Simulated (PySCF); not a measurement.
Q: Write Cartesian coordinates for `C=CCO[SiH2]Cl` as optimised with PBE0-D3(BJ)/def2-SVP.

A: 
```
atom  x, y, z in Å
C1    -2.4686    0.1369   -0.4399
C2    -1.1566   -0.0707   -0.5416
C3    -0.2586   -0.3354    0.6250
O4     0.8130    0.5867    0.6809
Si5    2.3292    0.3242    0.0914
Cl6    2.3294    0.2388   -1.9806
H7    -2.9716    0.1449    0.5329
H8    -3.0918    0.3035   -1.3222
H9    -0.6698   -0.0648   -1.5241
H10    0.1295   -1.3727    0.5668
H11   -0.8239   -0.2549    1.5674
H12    3.1593    1.4737    0.5164
H13    2.8519   -0.9892    0.5618
```

Orientation and origin are arbitrary. Atoms count from 1 in this order. Si5 (chlorine-bound silicon) is distorted tetrahedral (angles from 106.2° to 113.4°). Of the pairs four or more bonds apart, H7···H11 is among the closest relative to their van der Waals radii: 2.42 Å, 101 % of the sum of Bondi's values. The C–C distances run from 1.332 Å (C1=C2, drawn double) to 1.496 Å (C2–C3, drawn single), a spread of 0.164 Å.

Bonds between heavy atoms (Å): C1=C2 1.332, C2–C3 1.496, C3–O4 1.415, O4–Si5 1.648, Si5–Cl6 2.074.

Computed, not measured: PySCF, PBE0-D3(BJ)/def2-SVP geometry optimisation, gas phase.

Point group: C1 (no symmetry element, even within 0.4 Å). No frequency check. One conformer, not necessarily the lowest (C1–C2–C3–O4 -124°, C2–C3–O4–Si5 -97°, C3–O4–Si5–Cl6 69°).

On one thread, Arm Neoverse N1 (aarch64), shared host, this took 6.2 min and 0.53 GiB of memory at its peak. This is the geometry optimisation.
